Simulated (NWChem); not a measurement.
Species: BeSi2H6; SMILES [SiH3][Be][SiH3]

All runs: NWChem. Medium grid unless said otherwise, to which SCAN and Minnesota functionals are sensitive. The geometry was optimised at B3LYP/6-31G* (spherical d).

For level PBE/def2-TZVP:

| Item | Value |
|---|---|
| highest occupied level (eV) | -6.42 |
| orbital gap (eV) | 3.74 |

What are these values for level M06/def2-TZVP?


* **highest occupied level (eV)**: -7.37
* **orbital gap (eV)**: 5.53
